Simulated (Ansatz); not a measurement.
Series GeX2: binding per atom (eV) at several levels, gas phase, relaxed structures; Ansatz. Core potentials for I in the def2 sets, no spin–orbit coupling. Binding counts from free atoms in the multiplicity of their measured ground term, without zero-point energy. A dash marks a value that wasn't run or was left out as unsound. The structures are stationary points that may keep the symmetry of their start. Correlated methods freeze inner cores and use unrestricted references for open shells.

| species | state | geometry | PBE-D4/def2-SVP | B3LYP-D4/6-31G | PBE0-D4/def2-SVP | PBE0-D4/def2-TZVP | MP2/def2-TZVP | CCSD(T)/def2-TZVPP |
| --- | --- | --- | --- | --- | --- | --- | --- | --- |
| GeF2 | singlet | PBE-D4/def2-TZVP | 3.87 | 3.45 | 3.59 | 3.63 | 3.81 | 3.60 |
| GeCl2 | singlet | PBE-D4/def2-TZVP | 2.91 | 2.44 | 2.77 | 2.80 | 2.78 | 2.66 |
| GeBr2 | singlet | PBE0-D4/def2-TZVP | 2.59 | 2.16 | 2.47 | 2.49 | 2.47 | 2.36 |
| GeI2 | singlet | PBE-D4/def2-TZVP | 2.23 | – | 2.10 | 2.12 | 2.10 | 1.98 |
| GeH2 | singlet | r2SCAN-D4/def2-TZVP | 2.00 | 1.99 | 1.98 | 1.99 | 1.86 | 2.03 |
| Ge(NH2)2 (GeN2H4) | singlet | r2SCAN-D4/def2-TZVP | 3.43 | 3.28 | 3.32 | 3.34 | 3.23 | 3.26 |
| GeMe2 (C2H6Ge) | singlet | PBE-D4/def2-TZVP | 3.65 | 3.59 | 3.62 | 3.60 | 3.48 | 3.54 |
